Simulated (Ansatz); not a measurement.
CH9GeNSi can be A, `[NH2][GeH2][CH2][SiH3]`, or B, `C[NH][GeH2][SiH3]`.

Calculated with Ansatz (gas phase, PBE0-D4/def2-TZVP geometries, no zero-point term in ΔE). CBS: MP2 limit from def2 TZ/QZ plus the TZ coupled-cluster correction, frozen cores. Functionals use def2-TZVPP. B3LYP here is the variant with VWN-RPA as its local correlation; programs differ in this. For Ge outer-core shells are correlated without core-valence functions, which leaves a few kJ/mol of doubt a bond. Scalar relativity is left out up to krypton. Each species was taken in one conformer, which may not be the lowest.

A:

```xyz
13

N     1.4819   -1.2169   -0.2478
Ge   -0.1445   -1.2435    0.6230
C    -0.7911    0.5983    0.6588
Si   -0.3795    1.5489   -0.9021
H     2.2294   -0.7727    0.2679
H     1.8048   -2.1239   -0.5544
H    -1.0605   -2.1358   -0.2330
H    -0.0748   -1.8175    2.0610
H    -0.3661    1.1133    1.5251
H    -1.8753    0.5770    0.8016
H    -0.7474    0.7637   -2.1096
H    -1.1437    2.8283   -0.9344
H     1.0668    1.8810   -0.9561
```

B:

Z-matrix (Å, degrees):
```
C
N 1 1.450
H 1 1.100 2 115.0
H 1 1.094 2 110.1 3 121.9
H 1 1.094 2 109.5 3 -120.8
Ge 2 1.846 1 117.9 3 67.2
H 2 1.011 1 111.5 3 -65.1
Si 6 2.398 2 113.7 1 -58.6
H 6 1.542 2 106.0 1 62.3
H 6 1.540 2 106.5 1 179.4
H 8 1.489 6 110.0 2 -63.8
H 8 1.488 6 111.1 2 176.0
H 8 1.488 6 110.6 2 55.7
```

Problem. Which isomer does CCSD(T)/CBS put lower? Give the gap. (An estimate is asked.)

Solution. The calculation gave: A, by 15.9 kcal/mol.

Problem. Give E(B) − E(A) in kcal/mol with CCSD/def2-TZVPP, B2PLYP, HF/def2-TZVPP, CCSD(T)/def2-TZVPP, ωB97M-V, MP2/def2-TZVPP, B3LYP. (Estimate.)

Solution. Ansatz gave: CCSD/def2-TZVPP 15.8, B2PLYP 14.7, HF/def2-TZVPP 14.9, CCSD(T)/def2-TZVPP 15.9, ωB97M-V 16.0, MP2/def2-TZVPP 18.0, B3LYP 12.7. None reverses the order clearly.

Largest T1 diagnostic: 0.012.

In def2-TZVPP, CCSD(T) changes the Hartree–Fock value by +0.9 kcal/mol (the triples alone add +0.0 kcal/mol) and MP2 by +3.1 kcal/mol. From PBE to PBE0 (25 % exact exchange), in def2-TZVPP and without D4, E(B) − E(A) moves by +1.5 kcal/mol.
